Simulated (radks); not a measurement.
Q: Numerical settings for neutral ytterbium, [Xe] 4f14 6s2. Method: Dirac Kohn-Sham, PBE, spin-unpolarised, spherical densities, finite nucleus; Fermi nuclear charge, rms radius 5.3108 fm; computed with a radial shooting solver on a logarithmic mesh with Libxc functionals. The defaults (mesh step 0.008 in ln r, mesh end at 40 bohr or more with all orbitals vanishing there, Anderson mixing 0.5 over 9 steps, residual threshold near 1e-9 with the energy settled to 1e-9 hartree or 1e-11 of itself, here a cap of 51 iterations) give E = -14074.2834 hartree and 4f7/2 at -2.446 eV in 25 iterations. Run on one thread of a shared host, so times are rough (Arm Neoverse N1): 0.33 s of CPU time, 0.33 s wall, 25 iterations on 2440 mesh points. One setting is changed at a time: mesh step in ln r 0.012; mesh step in ln r 0.02; mesh step in ln r 0.08; mesh end (bohr) 12; mesh end (bohr) 20; residual threshold 0.01; residual threshold 0.001; mixing 1; linear mixing, mixing 1; linear mixing, mixing 0.5; mixing history 20; iteration cap 3. Which runs fail to converge, and which converge to a wrong energy?

A: Not converged within the cap: mesh step in ln r 0.08; linear mixing, mixing 1; linear mixing, mixing 0.5; iteration cap 3. No run marked as converged misses the energy by more than 1 mhartree.
